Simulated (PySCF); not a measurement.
## Worked example: chemical shift, span and skew from a shielding tensor

Mg(H)(SeH) (H₂MgSe), SMILES [MgH][SeH]. Atoms are numbered in the order given.

```xyz
4

Mg    -0.0017    -1.7441     0.0000
H      0.0060    -3.4484     0.0000
Se    -0.0420     0.6970     0.0000
H      1.4424     0.6804     0.0000
```
Charge 0, spin multiplicity 1.

Coordinates come from a PBE-D3(BJ)/def2-TZVP optimisation.

GIAO shieldings from PBE0/pcSseg-2 (PySCF), non-relativistic, no solvent. The symmetric part of the tensor of Se3 has the principal values 2239.7, 2262.8, 2517.7 ppm. The same nucleus in Me2Se has σ = 1739.2 ppm at this level (PySCF, at its B3LYP-D3(BJ)/def2-TZVP geometry).

Problem. Work out the isotropic shielding, the ⁷⁷Se shift against Me2Se, the span and the skew.

Solution. 
σ(iso) = (σ11 + σ22 + σ33)/3 = 2340.1 ppm. δ = σ(ref) − σ(iso) = 1739.2 − (2340.1) = -600.9 ppm.
Span Ω = σ33 − σ11 = 278.0 ppm. Skew κ = 3(σ(iso) − σ22)/Ω = 0.83. Tumbling in solution averages the tensor to δ; in a static solid the shielding alone would spread this spin-1/2 line over Ω.
